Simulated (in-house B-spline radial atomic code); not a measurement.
## PBE0 excitations of In⁺

Method: PBE0. Computed with a B-spline radial code for spherical atoms: linear response of the closed shell [Kr] 4d10 5s2 with the functional's adiabatic kernel; scalar-relativistic (spin-free one-electron X2C), finite nucleus, no spin-orbit coupling, no double excitations, S, P, D and F terms only; shells from n = 3 respond. Only terms of natural parity with L up to 3 were computed.

Command:
```bash
python run_td.py task.json out
```
Settings (radii: box in bohr, nucleus in fm):
```
Z                        49
electrons                48
configuration            [Kr] 4d10 5s2
hamiltonian              x2c
method                   pbe0
box_radius               41.61
rms_radius               4.6156
intervals                74
```

Cost of the run: 1.7 s on 1 thread of AMD EPYC 9R45 96-Core Processor (Zen 5) (shared host).

The lowest states, in the order of their Tamm-Dancoff energies; the method's threshold (minus the highest occupied level) is 15.728 eV. Labels give the largest channel, * marks a mixed state, and oscillator strengths are full-response dipole values. Measured ¹D terms are left out, since they can mix with doubly excited terms. Semilocal kernels can invert the small singlet-triplet splittings of Rydberg terms. Energies in eV:

```tsv
state	full response	Tamm-Dancoff	oscillator strength	measured (J-weighted term)
5s → 5p 3P	5.205	5.355	-	5.531
5s → 5p 1P	?	?	?	?
5s → 6s 3S	?	?	-	?
5s → 6s 1S	11.433	11.453	-	12.030
5s → 5d 3D	11.988	11.997	-	12.674
5s → 5d 1D	12.209	12.214	-	-
5s → 6p 3P	12.523	12.532	-	13.409
5s → 6p 1P	12.735	12.771	0.00289	13.611
5s → 7s 3S	13.703	13.703	-	-
5s → 7s 1S	13.787	13.792	-	-
5s → 6d 3D	14.080	14.081	-	-
```

(1) Where does 5s → 6s 3S lie?

(2) Where does 5s → 5p 1P lie?

(3) How large is the singlet-triplet splitting of 5s → 5p (P terms) in Tamm-Dancoff?

(4) What polarisabilities and dispersion coefficient does the method give?

## Answers

(1) At 11.028 eV in full response, 11.033 eV in Tamm-Dancoff; measured 11.645 eV.

(2) At 7.572 eV in full response, 7.889 eV in Tamm-Dancoff, oscillator strength 1.57; measured 7.816 eV.

(3) 2.53 eV, from the unrounded values.

(4) Dipole 25.04 bohr³, quadrupole 130.3 bohr⁵, C6 173.7 hartree·bohr⁶ for two such species.
